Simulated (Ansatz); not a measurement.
Input file for Ansatz (a quantum-chemistry and plane-wave program): R-r2SCAN/def2-TZVPP on GaH4N (SMILES [NH2][GaH2]), a point of a torsion scan.

Ansatz 0.2 input:
```yaml
crystal:
  periodic: [false, false, false]
  atoms:
    - {symbol: N, position_ang: [-0.91569023, -0.04658913, 0.01361008]}
    - {symbol: Ga, position_ang: [0.75259966, 0.35189609, -0.55632164]}
    - {symbol: H, position_ang: [-1.54523302, 0.60973885, 0.46233430]}
    - {symbol: H, position_ang: [-1.47178002, -0.81290869, -0.35146441]}
    - {symbol: H, position_ang: [1.55342008, 1.44797170, 0.18877847]}
    - {symbol: H, position_ang: [1.40788826, -0.48665175, -1.68389129]}
basis:
  gaussian:
    orbitals: def2-TZVPP
hamiltonian:
  xc: {name: r2SCAN}
scf: {lower_state_search: off}
```

Output:

```
WARN ansatz: RAYON_NUM_THREADS=1 ignored (pool sized by the plan → 1); use --threads N
Functional definition: r2SCAN
these checks for a lower state are left out or cut short: stability, starts, cluster_reference, orbital_swaps, neighbouring_geometries, increment
integrals: 0.04 GiB planned
759 factors; their error is unknown
mean field: 0.38 GiB planned
mean field evaluation 1: about -53923.6029 eV, gradient 7.2e1 eV
mean field evaluation 2: about -53877.8233 eV, gradient 1.3e2 eV
mean field evaluation 4: about -53932.7974 eV, gradient 6.3e0 eV
mean field evaluation 8: about -53932.8385 eV, gradient 1.9e-1 eV
mean field evaluation 16: about -53932.8385 eV, gradient 2.9e-6 eV
mean field -53932.83849316 eV, -1981.9952576326 hartree, gradient 5.4e-7 eV, S^2 0.000000; 0 other end points of the search recorded, 0 dependent functions left out
reference -53932.83850428 eV, -1981.9952580415 hartree; 21, 21 occupied and 114, 114 virtual orbitals, 759 factors
Total energy: -53932.83850428 eV, -1981.9952580415 hartree
Checks for a lower state left out: stability, starts, cluster_reference, orbital_swaps, neighbouring_geometries, increment
```

Self-consistency was reached.

Cost: very roughly 1.9 core-seconds.
